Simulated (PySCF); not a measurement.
Gas-phase reaction: 3 TiCl2(OH)2 + 6 Cl = 3 TiCl4.H2O + O3

Energies from PySCF, thermal terms from the rigid-rotor harmonic-oscillator model, ideal gas at 1 bar. † marks an energy on the PBE0/def2-TZVP geometry and frequencies; other levels use their own. MP2 and CCSD(T) freeze the core. 6-31G* has spherical d functions here. Open shells (unrestricted): Cl (multiplicity 2, electronic degeneracy 6); the rest are closed-shell singlets. Spin-orbit splitting is ignored; it lowers the true energy and changes the entropy of Cl. B3LYP is the form with VWN-RPA correlation. Adducts (TiCl4.H2O) have no counterpoise correction, and HF, PBE, BLYP, B3LYP and PBE0 lack dispersion. TiCl2(OH)2, TiCl4.H2O: computed as isolated molecules; such fragments, hydroxides, amides, oligomers or adducts are transient or little studied in the gas. MP2 isn't extrapolated to the basis-set limit; its ΔH°(298 K) is -538.8 kJ in def2-SVP and -661.2 kJ in def2-TZVPP. CCSD(T) isn't extrapolated to the basis-set limit. The harmonic model lacks anharmonicity and excited electronic states, which grow with temperature; levels with a mode under 35 cm⁻¹ are left out. Strong static correlation: O3. Soft modes under 120 cm⁻¹ make the harmonic entropy rough for TiCl2(OH)2, TiCl4.H2O. Warning, large T1 diagnostic: O3, TiCl2(OH)2, TiCl4.H2O (CCSD(T)/def2-SVP†).

```csv
level,"ΔE electronic, kJ","ΔH°(298 K), kJ","ΔS°(298 K), J/K","ΔG°(2500 K), kJ"
B3LYP/6-31G*,-471,-444,-622,1144
B3LYP/def2-TZVP†,-494,-467,-638,1163
CCSD(T)/def2-SVP†,-484,-457,-638,1173
MP2/def2-TZVPP†,-688,-661,-638,969
r2SCAN/def2-TZVP†,-665,-638,-638,992
LDA/def2-TZVP†,-1000,-973,-638,658
ωB97X-V/def2-TZVP†,-557,-530,-638,1100
```
ΔH° is lowest at LDA/def2-TZVP† and highest at B3LYP/6-31G*. No reference value is set beside these.
